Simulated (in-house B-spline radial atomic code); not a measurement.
A run on La- that did not converge. Method: scalar-relativistic (X2C) CAM-B3LYP, spin-polarised, spherical fractional occupations, Fermi nucleus of rms radius 4.855 fm; computed with a B-spline radial code for spherical atoms.

Command:
```bash
python run_scf.py task.json out
```
Settings (nuclear radius in fm, mass in u):
```
Z                57
configuration    [Xe] 5d2 6s2
hamiltonian      x2c
method           camb3lyp
spin_polarised   True
nucleus          fermi
rms_radius       4.855
atomic_mass      138.90636
speed_of_light   137.035999084
```

First and last ten iterations of the last attempt (damped for 15 steps, keeping 80 % of the old Fock matrix, then DIIS):
```
 iter        energy (Eh)    residual
    1       -8487.044325    4.75e-01
    2       -8488.942923    3.11e-01
    3       -8491.057901    2.01e-01
    4       -8492.069289    1.28e-01
    5       -8492.542073    8.16e-02
    6       -8492.759701    5.16e-02
    7       -8492.718531    2.76e-02
    8       -8492.839028    2.48e-02
    9       -8492.731739    2.08e-02
   10       -8492.858980    2.20e-02
  111       -8492.692510    2.90e-02
  112       -8492.693706    2.89e-02
  113       -8492.698428    2.83e-02
  114       -8492.697672    2.84e-02
  115       -8492.696685    2.87e-02
  116       -8492.694333    2.89e-02
  117       -8492.702379    2.77e-02
  118       -8492.701859    2.77e-02
  119       -8492.900524    1.21e-02
  120       -8492.900005    1.23e-02
 not converged after 120 iterations
```

The smallest residual met was 8.8e-03; the threshold is about 6e-07. No energy from this run should be used.Radii and densities under X2C are those of the two-component orbitals, without the picture-change correction, which makes inner s shells of heavy atoms about 5 % too small.
